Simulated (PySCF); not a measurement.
C₂H₃BClNO. Atoms are numbered in the order given.

```xyz
9

B      0.1852    -0.3376     0.6242
Cl     1.8403    -0.4592     0.0055
C     -0.1824    -0.9572     2.0081
H     -0.3620    -2.0377     1.8589
H     -1.1014    -0.5282     2.4313
H      0.6401    -0.8764     2.7329
N     -0.7709     0.2991    -0.1989
C     -1.4061     0.8695    -1.0393
O     -2.0576     1.4210    -1.8323
```
Charge 0, spin multiplicity 1.

The structure is a stationary point at PBE0-D3(BJ)/def2-SVP. The structure was generated by enumeration, and PubChem lists no compound with its InChIKey, so it may never have been made. One conformer was computed; it need not be the lowest.

Computed with PySCF with PBE/def2-TZVP.

### Question
Estimate the frontier levels, gap, dipole moment and polarisability. (An estimate is asked for; the answer gives what the named calculation found.)

### Answer

```
Item                                                                                                           Result
---------------------------------------------------------------------------------------------  ----------------------
highest occupied level                                                                                       -7.35 eV
lowest empty level                                                                                           -2.44 eV
orbital gap                                                                                                   4.91 eV
dipole moment                                                                                                  1.68 D
quadrupole, principal values (traceless, Buckingham form, about the centre of nuclear charge)   -6.93, 3.04, 3.88 D·Å
mean static polarisability                                                                       61.9 bohr³ (9.17 Å³)
polarisability, principal values                                                               39.6, 57.3, 88.8 bohr³
```
